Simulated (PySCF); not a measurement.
Vertical excitations of a molecule C3H5FSi from TDDFT-ωB97X/def2-SVPD (PySCF), as energy in eV (oscillator strength): 4.58 (0.001), 6.97 (0.047), 7.07 (0.002), 7.26 (0.008), 7.58 (1.275), 8.05 (0.035), 8.35 (0.003), 8.52 (0.014), 8.56 (0.018), 8.65 (0.023). Lowest triplet (TDA): 4.20 eV. The structure is a stationary point at B3LYP-D3(BJ)/def2-SVP. The values are those of a single conformer.

Which structure fits?
A) FC=C=C[SiH3]
B) FC1=CC[SiH2]1
C) C=C=C[SiH2]F
D) C#C[C@@H](F)[SiH3]

A, FC=C=C[SiH3]
